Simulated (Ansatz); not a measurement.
`CC(C)COC(=O)C(C)C`, charge 0, multiplicity 1.

(1) Give a relaxed structure at PBE0-D4/def2-TZVP (Ansatz 0.2.0). (Best estimate.)

Answers

(1) Ansatz gave: 
Z-matrix (Å, degrees):
```
C
C 1 1.521
H 1 1.091 2 111.4
H 1 1.093 2 110.9 3 -120.5
H 1 1.095 2 110.6 3 120.1
C 2 1.513 1 111.5 3 -57.9
C 2 1.522 1 111.4 3 179.8
H 2 1.097 1 108.6 3 60.3
O 6 1.429 2 108.6 1 61.7
H 6 1.094 2 111.5 1 -178.3
H 6 1.095 2 111.2 1 -58.4
H 7 1.093 2 111.7 1 -178.1
H 7 1.094 2 110.9 1 61.6
H 7 1.092 2 110.8 1 -57.8
C 9 1.339 6 116.1 2 -177.1
O 15 1.202 9 123.3 6 -0.1
C 15 1.511 9 111.7 6 179.8
C 17 1.525 15 110.8 9 -62.6
C 17 1.525 15 110.9 9 61.9
H 17 1.092 15 104.7 9 179.7
H 18 1.092 17 111.5 15 -55.9
H 18 1.092 17 110.8 15 64.8
H 18 1.092 17 110.0 15 -175.7
H 19 1.092 17 110.0 15 176.0
H 19 1.092 17 111.5 15 56.2
H 19 1.092 17 110.8 15 -64.4
```
This is one stationary point; other conformers may exist.
